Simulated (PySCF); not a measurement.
# Broadened absorption spectrum of TiO2

TiO₂ (singlet state).
Cartesian coordinates in Å at the PBE0-D3(BJ)/def2-SVP level; atoms count from 1:
```xyz
3
TiO2 angstrom
Ti     0.0032   -0.0058   -0.6144
O      1.3257   -0.0159    0.3142
O     -1.3289    0.0216    0.3002
```

Level of theory: TDDFT CAM-B3LYP/def2-SVPD, vertical, gas phase, core orbitals frozen in the response in PySCF 2.14.0, density-fitted response routines.

Computed states:

```json
{"state": "S1", "E (eV)": "3.03", "f": "0.0066"}
{"state": "S2", "E (eV)": "3.65", "f": "0.0000"}
{"state": "S3", "E (eV)": "3.81", "f": "0.0060"}
{"state": "S4", "E (eV)": "3.88", "f": "0.0003"}
{"state": "S5", "E (eV)": "4.27", "f": "0.020"}
{"state": "S6", "E (eV)": "4.36", "f": "0.0006"}
{"state": "S7", "E (eV)": "4.55", "f": "0.0000"}
{"state": "S8", "E (eV)": "4.63", "f": "0.0035"}
{"state": "S9", "E (eV)": "4.83", "f": "0.0028"}
{"state": "S10", "E (eV)": "4.95", "f": "0.0029"}
{"state": "S11", "E (eV)": "5.23", "f": "0.0019"}
{"state": "S12", "E (eV)": "5.24", "f": "0.0000"}
{"state": "S13", "E (eV)": "5.25", "f": "0.013"}
{"state": "S14", "E (eV)": "5.26", "f": "0.0026"}
{"state": "S15", "E (eV)": "5.36", "f": "0.0000"}
```

Broadening: Gaussians 0.4 eV wide at half height, area fixed by f = 4.319×10⁻⁹ ∫ε dν̃. The cross-section is σ = 3.8235×10⁻²¹ ε cm², given in Mb (10⁻¹⁸ cm²). The width is an assumption, not a result. The curve ends short of the highest state used, and states not computed would add to its high-energy end.

Question: Give the broadened spectrum and its maxima.

Answer: 
λ (nm), σ (Mb) and a bar:
```
    260.7       1.88 ###########
    269.3       2.10 ############
    277.9       3.58 ####################
    286.5       5.36 ##############################
    295.2       5.10 #############################
    303.8       3.35 ###################
    312.4       2.19 ############
    321.0       1.87 ##########
    329.6       1.62 #########
    338.2       1.12 ######
    346.8       0.62 ###
    355.4       0.30 ##
    364.0       0.24 #
    372.6       0.39 ##
    381.2       0.73 ####
    389.8       1.15 ######
    398.4       1.52 ########
    407.0       1.70 ##########
    415.7       1.64 #########
    424.3       1.40 ########
    432.9       1.06 ######
    441.5       0.73 ####
    450.1       0.46 ###
    458.7       0.27 #
    467.3       0.15 #
    475.9       0.08 
    484.5       0.04 
    493.1       0.02 
    501.7       0.01 
    510.3       0.00
```

Maxima: 409 nm (3.03 eV), ε about 450, made up of S1 (100%); 290 nm (4.28 eV), ε about 1500, made up of S5 (95%) (ε in L mol⁻¹ cm⁻¹; maxima over ε = 5, shares over 10%). At its high-energy end, 4.76 eV, the curve is still rising (ε about 490, from S8, S9 and S10).

Question: On this curve, what absorbance would a 10⁻⁵ mol/L sample give at 308 nm over a 1 cm path?

Answer: 308 nm is 4.025 eV, where ε is about 690 L mol⁻¹ cm⁻¹, so A = ε c l ≈ 0.0069 (Beer–Lambert, with the gas-phase spectrum and the assumed width).

Question: What would ε be at 4.28 eV, the highest of these maxima, with half the width (0.2 eV)?

Answer: About 2790 L mol⁻¹ cm⁻¹ against 1450, a factor of about 1.9; a lone state at its own centre would give exactly 2.

Question: Does any computed singlet lie in the visible range?

Answer: S1 lies in the visible range (380 to 750 nm), at 409 nm, f = 0.0066; light of that wavelength is violet, and its complementary colour is yellow-green; a Tamm–Dancoff triplet lies at 425 nm, without intensity as long as spin–orbit coupling is left out.
